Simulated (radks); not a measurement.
Numerical settings for the zinc ion Zn+, [Ar] 3d10 4s1. Calculated with a radial shooting solver on a logarithmic mesh with Libxc functionals: Dirac Kohn-Sham, PBEsol, spin-unpolarised, spherical densities, point nucleus. The defaults (mesh step 0.008 in ln r, mesh end at 40 bohr or more with all orbitals vanishing there, Anderson mixing 0.5 over 9 steps, residual threshold near 1e-9 with the energy settled to 1e-9 hartree or 1e-11 of itself, here a cap of 83 iterations) give E = -1794.3023 hartree and 4s1/2 at -13.984 eV in 16 iterations. Times are rough (one thread of a shared host). Changes against that run (0 stands for a change within the tolerance of the run):

setting                    iterations         converged  E (mhartree)  e(4s1/2) (meV)  CPU (s)
mesh step in ln r 0.02             16               yes             0               0     0.04
mesh step in ln r 0.12              2                no      diverged               -     0.01
mesh step in ln r 0.003            16               yes             0               0      0.2
mesh end (bohr) 1                  13  level above zero     +7.91e+04       +7.24e+05     0.05
mesh end (bohr) 20                 16               yes             0               0     0.08
residual threshold 1e-16           83                no             0               0     0.21
residual threshold 0.1             11               yes             0         +0.0585     0.06
mixing 0.05                        24               yes             0               0     0.12
linear mixing, mixing 1            83                no     +4.75e+04       -2.26e+05      1.1
linear mixing, mixing 0.5          45               yes             0               0     0.17
mixing history 20                  23               yes             0               0     0.12
iteration cap 5                     5                no         +49.8            +667     0.03

Settled on a wrong energy, with an occupied level pushed above zero by the early mesh end: mesh end (bohr) 1 (+79.1 hartree). Apart from these: no run marked as converged misses the energy by more than 1 mhartree. A mesh that ends early acts as a hard wall.
